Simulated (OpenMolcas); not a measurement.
## A ladder of methods for CH7NOSi (SMILES OCN[SiH3])

The species is CH7NOSi (11 atoms), meant as a singlet with charge 0. As SMILES, `OCN[SiH3]`. The coordinates come from a PBE0-D4/def2-TZVP relaxation. This is one conformer, not always the lowest.

```tsv
atom	x (Å)	y (Å)	z (Å)
O	-1.2080	1.8085	-0.6684
C	-0.0098	1.1978	-0.2606
N	0.0215	-0.2043	-0.5522
Si	0.4725	-1.4259	0.5712
H	-1.9307	1.2911	-0.2993
H	0.7769	1.7531	-0.7813
H	0.1508	1.3206	0.8204
H	0.0332	-0.4105	-1.5397
H	-0.2127	-1.1405	1.8601
H	1.9344	-1.5155	0.8581
H	0.0371	-2.7316	0.0127
```

Each level gives the HOMO–LUMO gap (eV). The values are calculated.

```
         level             kind     program  value (eV)  CPU time
 SVWN5/cc-pVDZ              LDA  OpenMolcas        5.43      54 s
  BLYP/cc-pVDZ              GGA  OpenMolcas        5.57      77 s
   PBE/cc-pVDZ              GGA  OpenMolcas        5.58      76 s
 M06-L/cc-pVDZ         meta-GGA  OpenMolcas        6.59   1.7 min
  TPSS/cc-pVDZ         meta-GGA  OpenMolcas        5.96   1.7 min
 B3LYP/cc-pVDZ    global hybrid  OpenMolcas        7.42      82 s
M06-2X/cc-pVDZ  hybrid meta-GGA  OpenMolcas       10.06   1.7 min
B2PLYP/cc-pVDZ    double hybrid  OpenMolcas       10.39      51 s
```

The values span 5.43 to 10.39 eV. Orbital gaps aren't excitation energies, and those of double hybrids come from the SCF part alone; they tend to grow with the share of exact exchange. Times are those of the runs behind each value, whatever else they computed, on shared processors of several kinds: orders of magnitude only.
